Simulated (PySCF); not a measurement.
H4OSiZn, SMILES [O]([ZnH])[SiH3].

Geometry optimised at B3LYP-D3(BJ)/def2-SVP.

Level of theory: PySCF with IEF-PCM-PBE0/def2-SVP.

The values are the electrostatic part of the solvation free energy, E(continuum) − E(gas) at the gas-phase geometry, in a cavity of scaled van der Waals radii (PySCF's table); cavitation and dispersion terms are not included. A continuum can't describe solvent molecules that bind to the metal. In vacuum the orbital gap is 7.74 eV. The dipole moment in vacuum is 1.84 D.

| solvent | ε | ΔG(elec) (kcal/mol) | dipole (D) | gap (eV) |
|---|---|---|---|---|
| water | 78.36 | [?] | [?] | [?] |
| diethylether | 4.24 | -8.7 | 2.10 | 8.07 |
| acetone | 20.49 | -12.2 | 2.16 | 8.17 |

Problem. Complete the blanks. (The exact figures need the calculation; the answer reports its results.)

Solution. 
- water, ΔG(elec) (kcal/mol): -13.0
- water, dipole (D): 2.18
- water, gap (eV): 8.18
